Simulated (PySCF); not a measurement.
A side-by-side comparison of computed properties.

First species: SnH(NHMe)3, C3H13N3Sn.
Bonds: Sn1–N3, Sn1–N9, Sn1–N15, N3–C4, N9–C10, N15–C16. Hydrogens: H2 on Sn1; H5 on N3; H6, H7, H8 on C4; H11 on N9; H12, H13, H14 on C10; H17 on N15; H18, H19, H20 on C16.

Second species: Ge(CCH)2Cl2, C4H2Cl2Ge.
Geometry (PBE0-D3(BJ)/def2-SVP, Å), atoms numbered from 1 in this order:
```
atom  x, y, z in Å
Ge1   -0.6513   -0.0244   -0.5430
C2    -0.8411    0.0001    1.3270
C3    -0.9330    0.0249    2.5379
H4    -1.0182    0.0461    3.6107
C5     1.1523   -0.0179   -1.0694
C6     2.3131   -0.0127   -1.4262
H7     3.3433   -0.0072   -1.7374
Cl8   -1.6253    1.6854   -1.3826
Cl9   -1.6070   -1.7638   -1.3427
```

Levels: wB97X-D/def2-SVPD for HOMO energy, LUMO energy, HOMO–LUMO gap and static isotropic polarisability; TDDFT wB97X-D/def2-SVPD for lowest singlet excitation; TDA wB97X-D/def2-SVPD for lowest triplet excitation (Tamm–Dancoff). Geometries: PBE0-D3(BJ)/def2-SVP. Each structure is a single optimised conformer of the isolated species (atoms past krypton carry core potentials, spin–orbit coupling is left out); the electronic structure was computed with PySCF and density fitting.

Values for the first species:

```
HOMO energy                              : -8.23 eV
LUMO energy                              : 1.69 eV
HOMO–LUMO gap                            : 9.92 eV
Lowest singlet excitation                : 5.50 eV
Lowest triplet excitation (Tamm–Dancoff) : 5.04 eV
Static isotropic polarisability          : 102.6 au
```

**Question.** Estimate the same properties for the second species, and the change in each.

**Answer.** 
| property | first | second | second less first |
| --- | --- | --- | --- |
| HOMO energy | -8.23 eV | -10.71 eV | -2.48 eV |
| LUMO energy | 1.69 eV | 0.31 eV | -1.38 eV |
| HOMO–LUMO gap | 9.92 eV | 11.02 eV | +1.10 eV |
| lowest singlet excitation | 5.50 eV | 5.86 eV | +0.36 eV |
| lowest triplet excitation (Tamm–Dancoff) | 5.04 eV | 4.92 eV | -0.12 eV |
| static isotropic polarisability | 102.6 au | 97.3 au | -5.3 au |

On the first: S1 lies 4.42 eV below the HOMO–LUMO gap. The vertical singlet–triplet gap S1 − T1 is 0.46 eV (TDDFT singlet less Tamm–Dancoff triplet). Atoms past krypton carry effective core potentials; spin–orbit coupling is left out.

On the second: The principal polarisabilities are 86.0, 96.3 and 109.4 au; their mean is the isotropic value. The vertical singlet–triplet gap S1 − T1 is 0.94 eV (TDDFT singlet less Tamm–Dancoff triplet). Relativistic effects, spin–orbit coupling among them, are left out although an element past zinc is present.
